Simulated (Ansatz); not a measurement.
Input for Ansatz (a quantum-chemistry and plane-wave program): U-CCSD(T)/def2-SVP on ClGeH (SMILES [Cl][GeH]), a point of a bond scan (R = 4.335 Å). The run froze 19 orbitals, filled d shells among them.

Ansatz 0.2 input:
```yaml
crystal:
  periodic: [false, false, false]
  atoms:
    - {symbol: Ge, position_ang: [0.52862057, -0.16248943, 0.50490017]}
    - {symbol: H, position_ang: [3.47630010, -0.75876693, -2.61758554]}
    - {symbol: Cl, position_ang: [-1.09036542, 0.32841146, -0.91207233]}
basis:
  gaussian:
    orbitals: def2-SVP
correlation: {method: ccsd_t, electrons: outside_noble_gas}
scf: {omitted_lower_state_checks: [cluster_reference]}
magnetization: {spin_polarized: true, initial_magnetization: 0}
```

It printed:

```
WARN ansatz: RAYON_NUM_THREADS=1 ignored (pool sized by the plan → 1); use --threads N
Functional definition: HF
these checks for a lower state are left out or cut short: cluster_reference
integrals: 0.03 GiB planned
526 factors; integrals over basis functions are off by at most 6.5e-4 eV
mean field: 0.20 GiB planned
mean field evaluation 1: about -68973.4167 eV, gradient 1.4e1 eV
mean field evaluation 2: about -68973.4209 eV, gradient 1.4e1 eV
mean field evaluation 4: about -68974.6727 eV, gradient 8.0e0 eV
mean field evaluation 8: about -68976.6806 eV, gradient 1.6e-1 eV
mean field evaluation 16: about -68979.3829 eV, gradient 4.0e0 eV
mean field evaluation 32: about -68980.0635 eV, gradient 1.5e0 eV
mean field evaluation 64: about -68977.9940 eV, gradient 1.2e1 eV
mean field evaluation 96: about -68980.1401 eV, gradient 1.2e-1 eV
mean field evaluation 128: about -68978.5215 eV, gradient 6.2e0 eV
mean field evaluation 160: about -68974.3995 eV, gradient 9.2e0 eV
mean field evaluation 192: about -68980.1362 eV, gradient 3.5e-2 eV
mean field -68980.14027661 eV, -2534.9733987469 hartree, gradient 1.8e-9 eV, S^2 1.009388; 14 other end points of the search recorded, 0 dependent functions left out
19 core orbitals not correlated
reference -68980.14027661 eV, -2534.9733987469 hartree; 6, 6 occupied and 30, 30 virtual orbitals, 526 factors
second order -5.08672090 eV of doubles, -0.00000000 eV of singles
coupled cluster: 0.09 GiB planned
cycle   1  -5.54298229 eV  change   -4.6e-1 eV  update   7.1e-2
cycle   2  -5.72915886 eV  change   -1.9e-1 eV  update   2.6e-2
cycle   3  -5.77654733 eV  change   -4.7e-2 eV  update   1.4e-2
cycle   4  -5.77363691 eV  change    2.9e-3 eV  update   4.3e-3
cycle   5  -5.77357680 eV  change    6.0e-5 eV  update   1.6e-3
cycle   6  -5.77359435 eV  change   -1.8e-5 eV  update   6.8e-4
cycle   7  -5.77349928 eV  change    9.5e-5 eV  update   4.1e-4
cycle   8  -5.77355402 eV  change   -5.5e-5 eV  update   3.4e-4
cycle   9  -5.77359338 eV  change   -3.9e-5 eV  update   3.2e-4
cycle  10  -5.77364488 eV  change   -5.1e-5 eV  update   2.4e-4
cycle  11  -5.77369924 eV  change   -5.4e-5 eV  update   1.3e-4
cycle  12  -5.77368785 eV  change    1.1e-5 eV  update   5.5e-5
cycle  13  -5.77367873 eV  change    9.1e-6 eV  update   2.8e-5
cycle  14  -5.77366435 eV  change    1.4e-5 eV  update   1.3e-5
cycle  15  -5.77366123 eV  change    3.1e-6 eV  update   6.7e-6
coupled cluster: 0.09 GiB planned
perturbative correction -0.15302212 eV, -0.0056234593 hartree
Total energy: -68986.06695996 eV, -2535.1912003429 hartree
Checks for a lower state left out: cluster_reference
```

Self-consistency was reached. Its determinant has ⟨S²⟩ = 1.01, a mixture of spin states.

Cost: around 11 core-seconds (rough).
